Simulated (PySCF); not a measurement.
# Ionisation energy of Cd²⁺ by level of theory

Cd²⁺ [Kr] 4d10 (1S) → Cd³⁺ [Kr] 4d9 (2D), as a difference of total energies. Computed with PySCF 2.14 in def2-QZVPPD with the def2 core potential (28 electrons), with a scalar-relativistic core potential. Correlated levels: valence and next inner shell: nothing frozen outside the core potential. The calculations carry no spin-orbit coupling.

```csv
method,ionisation energy (eV),difference from reference (eV)
UHF,35.934,-1.534
MP2 (valence and next inner shell),37.795,+0.327
SCS-MP2 (valence and next inner shell),37.538,+0.070
CCSD (valence and next inner shell),37.394,-0.074
CCSD(T) (valence and next inner shell),37.482,+0.014
```

Reference: 37.468 ± 0.006 eV (measured; NIST Atomic Spectra Database, ionization energies).

The reference lies between the lowest fine-structure levels, while these numbers refer to the centres of the terms.

Errors of the correlated levels include the incompleteness of this basis.
